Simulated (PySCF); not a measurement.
C3H10PSi (charge -1).
SMILES: `C[Si](C)(C)[PH-]`

The closed-shell SCF was solved with PySCF and density fitting under several settings on one GFN2-xTB geometry (grid level 2 and gas phase unless stated).

```json
{"settings": "PBE0/pcSseg-1", "basis functions": "149", "SCF cycles": "12", "E (Eh)": "-750.7949", "HOMO (eV)": "0.28", "LUMO (eV)": "4.97"}
{"settings": "PBE0/def2-SVPD, grid level 4", "basis functions": "188", "SCF cycles": "12", "E (Eh)": "-750.5634", "HOMO (eV)": "0.10", "LUMO (eV)": "4.04"}
```

**Question.** Estimate the row for these settings: BP86/STO-3G.

**Answer.** 
```csv
settings,basis functions,SCF cycles,E (Eh),HOMO (eV),LUMO (eV)
BP86/STO-3G,43,13,-742.4559,7.64,12.55
```

**Question.** Over all rows, what range does the HOMO–LUMO gap span?

**Answer.** From 3.94 eV (PBE0/def2-SVPD, grid level 4) to 4.91 eV (BP86/STO-3G). The functional of the narrowest has 25 % exact exchange, that of the widest no exact exchange.

**Question.** Compare two rows with the functional PBE0: PBE0/pcSseg-1 and PBE0/def2-SVPD, grid level 4. Which energy is lower, and by how much?

**Answer.** PBE0/pcSseg-1 (149 functions) lies 0.2315 Eh or 145 kcal/mol below PBE0/def2-SVPD, grid level 4 (188 functions). The smaller set gives the lower energy; the two sets aren't nested, so the variational bound doesn't order them by size.

Cycle counts include a coarse-grid stage where the run had one. The HOMO energy is positive at BP86/STO-3G, PBE0/def2-SVPD and PBE0/pcSseg-1; such an orbital is held in place by the finite basis.

Conformer computed: `[CH3:1][Si:2]([CH3:3])([CH3:4])[PH-:5]`: H–P5–Si2–C1 -61°.
